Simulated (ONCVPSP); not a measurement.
# Before and after: ONCV potential for hydrogen

ONCVPSP 4.0.1 input, shortened (lines: element, Z, core and valence counts, functional; n l f; lmax; l rc ep ncon nbas qcut; lloc lpopt rc5 dvloc0; l nproj debl; icmod fcfact rcfact), PBE, scalar-relativistic:

```
  H 1.00    0    1        4      upf
    1    0    1.00
    1
    0    1.05    0.00    4    7    5.60
    1    0.95    0.02    3    7    9.30
    4    5    0.75    0.00
    0    2    1.70
    1    2    3.00
    0    0.00    0.00
```

Change: s: qcut 8.1; p: qcut 13.4.

Cutoffs: the cutoffs (Ha) at which the residual kinetic energy of the hardest occupied pseudo-wave falls to 1 and 0.1 mHa per electron; they do not see the model core or the augmentation charge, which bear on the density cutoff. Errors are all-electron minus pseudo energies relative to the spin-unpolarised reference configuration.

Predict the effect on cutoff, ghosts and configuration errors.

The potential gets neither clearly harder nor softer (16 Ha and 81 Ha → 18 Ha and 27 Ha); neither file shows a bound ghost.

```csv
quantity,base,changed
"cutoff, loose",16 Ha,18 Ha
"cutoff, tight",81 Ha,27 Ha
bound ghosts,none,none
GHOST(+) flags under 300 eV,none,none
"error for 1s0.5, meV [ΔE 4.76 eV]",+1.5,+0.8
s: phases at 1.06 bohr within 0.05 rad from the reference energy up to (Ha; the scan ends near 5),to the end of the scan,to the end of the scan
p: phases at 0.96 bohr within 0.05 rad from the reference energy up to (Ha; the scan ends near 5),to the end of the scan,to the end of the scan
```
